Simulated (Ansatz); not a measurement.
Geometry optimisation, RKS r2SCAN-D4/def2-SVP in Ansatz.

input.yaml

```yaml
crystal:
  periodic: [false, false, false]
  atoms:
    - { symbol: W, position_ang: [-0.210023, 0.098593, 0.502241] }
    - { symbol: F, position_ang: [0.753396, -0.070227, 2.088127] }
    - { symbol: H, position_ang: [1.421668, -0.03672, 0.056936] }
    - { symbol: H, position_ang: [0.374336, 1.482882, -0.237341] }
    - { symbol: Cl, position_ang: [-2.385697, -0.118985, -0.190059] }
    - { symbol: H, position_ang: [0.250323, -1.364342, -0.14115] }
    - { symbol: H, position_ang: [0.065596, 0.008798, -1.139255] }
basis:
  gaussian: { orbitals: def2-SVP }
hamiltonian:
  xc: r2scan
  dispersion: d4
relax:
  f_tol: 0.03
  max_steps: 50
```

Run as:

```bash
$ ansatz run input.yaml --threads 2 --pin off --max-ram 3072MiB --backend cpu --events-out ev --progress --plain --runs-dir out
```

Where does it end, and by what steps?

The forces met the threshold. After 8 steps the energy has fallen by 0.075 eV; H3 moved furthest, 0.17 Å.

```tsv
step	energy less start (eV)	largest force component (eV/Å)	accepted
0	0.0000	0.846	yes
1	-0.0327	0.391	yes
2	0.0619	2.855	no
3	-0.0701	0.227	yes
4	-0.0720	0.117	yes
5	-0.0739	0.032	yes
6	-0.0744	0.068	yes
7	-0.0748	0.031	yes
8	-0.0749	0.006	yes
```

```xyz
7
Properties=species:S:1:pos:R:3
W -0.206 0.139 0.483
F 0.658 -0.142 2.131
H 1.350 -0.016 -0.094
H 0.482 1.512 -0.199
Cl -2.383 -0.128 -0.176
H 0.367 -1.327 -0.033
H 0.001 -0.039 -1.172
```

Whether the end is a true minimum wasn't checked by a vibrational analysis.

Run time: 32 s on 2 threads of Arm Neoverse V2 (shared host), peak memory 0.18 GiB.
